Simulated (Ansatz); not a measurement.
Computed with Ansatz on PBE0-D4/def2-TZVP structures; ΔE is electronic, products minus reactants. CCSD(T)/CBS is the MP2 limit (def2-TZVPP, def2-QZVPP) plus CCSD(T) − MP2 in def2-TZVPP, frozen cores. Functionals use def2-TZVPP. For Ti outer-core shells are correlated without core-valence functions, which leaves a few kJ/mol of doubt a bond. Scalar relativity is left out up to krypton. Each species was taken in one conformer, which may not be the lowest.

Reaction (substitution at a C–S bond): `C=CS[Si](F)(F)F` + `[OH][Ti]([Cl])([Cl])[Cl]` → `C=C[O][Ti]([Cl])([Cl])[Cl]` + `F[Si](F)(F)S`

`C=CS[Si](F)(F)F`:

Z-matrix (Å, degrees):
```
Si
F 1 1.576
F 1 1.574 2 107.8
S 1 2.085 2 113.2 3 119.9
F 1 1.575 2 106.1 3 -115.9
C 4 1.785 1 95.6 2 64.9
C 6 1.323 4 123.4 1 -81.6
H 6 1.084 4 114.5 1 100.4
H 7 1.084 6 120.2 4 -178.6
H 7 1.084 6 122.0 4 1.9
```

`[OH][Ti]([Cl])([Cl])[Cl]`:

Cartesian coordinates in Å:
```
O 0.911 -0.383 -0.980
Ti -0.281 -0.012 0.238
Cl -1.602 -1.725 0.507
Cl 0.731 0.462 2.108
Cl -1.426 1.732 -0.391
H 1.666 -0.073 -1.482
```

`C=C[O][Ti]([Cl])([Cl])[Cl]`:

```xyz
10

C     1.325    1.351    0.943
C     0.102    0.844    0.990
O    -0.346   -0.067    0.110
Ti   -0.874   -1.243   -1.058
Cl   -0.700   -0.363   -3.046
Cl    0.416   -2.994   -0.901
Cl   -2.947   -1.781   -0.640
H     1.625    2.081    1.682
H     2.034    1.052    0.183
H    -0.636    1.120    1.738
```

`F[Si](F)(F)S`:

Z-matrix (Å, degrees):
```
Si
F 1 1.574
F 1 1.573 2 106.1
F 1 1.571 2 108.6 3 -116.5
S 1 2.089 2 112.9 3 124.2
H 5 1.346 1 92.3 2 -59.8
```

(1) Is it downhill or uphill in electronic energy at CCSD(T)/CBS, and by how much? (An estimate is asked.)

(2) What do these levels give: PBE-D4, r2SCAN, SCS-MP2/def2-TZVPP, SCS-MP2/def2-QZVPP, MP2/CBS(def2), CCSD/CBS(def2)? (Best estimate.)

Largest T1 diagnostic among the species: 0.024, so the coupled-cluster value is less sure than usual.

Answers

(1) The calculation gave: Nearly level: ΔE = +1.3 kJ/mol.

(2) The calculation gave: PBE-D4 -3.6, r2SCAN -4.8, SCS-MP2/def2-TZVPP -1.5, SCS-MP2/def2-QZVPP 1.8, MP2/CBS(def2) 5.2, CCSD/CBS(def2) 3.5 kJ/mol.

In def2-TZVPP, CCSD(T) changes the Hartree–Fock value by +3.0 kJ/mol (the triples alone add −2.2 kJ/mol) and MP2 by +6.9 kJ/mol. The D4 term adds +5.3 kJ/mol with B3LYP and +2.4 kJ/mol with PBE0; it sums over pairs of atoms, weighted by their polarisabilities, and B3LYP, whose exchange is more repulsive, gets the larger term. From PBE to PBE0 (25 % exact exchange), in def2-TZVPP and without D4, ΔE moves by +3.5 kJ/mol.

B3LYP here is the variant with VWN-RPA as its local correlation; programs differ in this.
